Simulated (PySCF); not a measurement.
First SCF of a structure search on singlet HfO(OH)2, at a hand-made trigonal pyramidal (heavy-atom frame) geometry. PySCF input:

```python
from pyscf import gto, scf, dft
mol = gto.M(atom='''
Hf     0.000000     0.000000     0.000000
O      1.633500     0.000000     0.868500
O     -0.949200     1.644000     1.009400
O     -0.949200    -1.644000     1.009400
H     -0.584700     2.483600     1.299100
H     -1.858500    -1.748200     1.299100''',
    basis={'Hf': 'def2-TZVP', 'O': 'def2-TZVP', 'H': 'def2-TZVP'},
    ecp={'Hf': 'def2-TZVP'},
    charge=0, spin=0)
mf = dft.RKS(mol, xc='PBE0')
mf.grids.atom_grid = (50, 194)
aux = {'Hf': 'def2-universal-JKFIT', 'O': 'def2-universal-JKFIT', 'H': 'def2-universal-JKFIT'}
mf = mf.density_fit(auxbasis=aux)
mf.conv_tol = 1e-08
mf.diis_space = 10
mf.max_cycle = 60
mf.init_guess = 'minao'
mf.verbose = 4
mf.kernel()
```

Excerpt of the output (cycles and frontier levels):

```
init E= -255.597111413703
  HOMO = -0.546247807237059  LUMO = -0.280687308185456  gap/eV = 7.22627
cycle= 1 E= -274.345962746976  delta_E= -18.7  |g|= 1.57  |ddm|= 6.92
  HOMO = -0.0796236416041364  LUMO = -0.0641584271854877  gap/eV = 0.42083
cycle= 2 E= -265.994884679545  delta_E= 8.35  |g|= 5.53  |ddm|= 3.84
  HOMO = -0.234839466189557  LUMO = -0.0500587442305189  gap/eV = 5.02814
cycle= 3 E= -274.716344047721  delta_E= -8.72  |g|= 0.695  |ddm|= 3.59
  HOMO = -0.240197361237056  LUMO = -0.13067211122819  gap/eV = 2.98033
cycle= 4 E= -274.683616388095  delta_E= 0.0327  |g|= 0.89  |ddm|= 0.892
  HOMO = -0.280406650243413  LUMO = -0.134404360770706  gap/eV = 3.97292
cycle= 5 E= -274.829866632874  delta_E= -0.146  |g|= 0.182  |ddm|= 0.43
  HOMO = -0.270175055729912  LUMO = -0.120922284157093  gap/eV = 4.06137
cycle= 6 E= -274.834830157262  delta_E= -0.00496  |g|= 0.119  |ddm|= 0.137
  HOMO = -0.275572700533618  LUMO = -0.118773475955425  gap/eV = 4.26672
cycle= 7 E= -274.837175553944  delta_E= -0.00235  |g|= 0.0546  |ddm|= 0.0475
  HOMO = -0.279388932612016  LUMO = -0.118572056570649  gap/eV = 4.37605
cycle= 8 E= -274.837735585505  delta_E= -0.00056  |g|= 0.0123  |ddm|= 0.0254
  HOMO = -0.27964463585836  LUMO = -0.118404083197554  gap/eV = 4.38758
cycle= 9 E= -274.837766157865  delta_E= -3.06e-05  |g|= 0.0013  |ddm|= 0.0071
  HOMO = -0.279652507307584  LUMO = -0.118459324847297  gap/eV = 4.38629
cycle= 10 E= -274.83776651785  delta_E= -3.6e-07  |g|= 0.000315  |ddm|= 0.00098
  HOMO = -0.279642130694254  LUMO = -0.118461431969266  gap/eV = 4.38595
cycle= 11 E= -274.837766539397  delta_E= -2.15e-08  |g|= 7.85e-05  |ddm|= 0.000198
  HOMO = -0.27963628739037  LUMO = -0.118459914526746  gap/eV = 4.38583
cycle= 12 E= -274.837766540939  delta_E= -1.54e-09  |g|= 1.38e-05  |ddm|= 6.49e-05
  HOMO = -0.279633804650954  LUMO = -0.118461041145807  gap/eV = 4.38573
Extra cycle  E= -274.837766540828  delta_E= 1.12e-10  |g|= 3.11e-05  |ddm|= 2.56e-05
converged SCF energy = -274.837766540828
```

No lower solution of this spin was found from smeared starts or by a stability analysis within the restricted form, which does not test spin polarisation.

Stability towards spin polarisation was not tested. Spin–orbit coupling, left out here, can matter for elements this heavy.

The search for the lowest solution, 3 starts and the stability check together, took 22 s on 4 threads of a shared Arm Neoverse N1 host, with 145 basis functions. Launch command: `OMP_NUM_THREADS=4 python axn.py task.json out`.
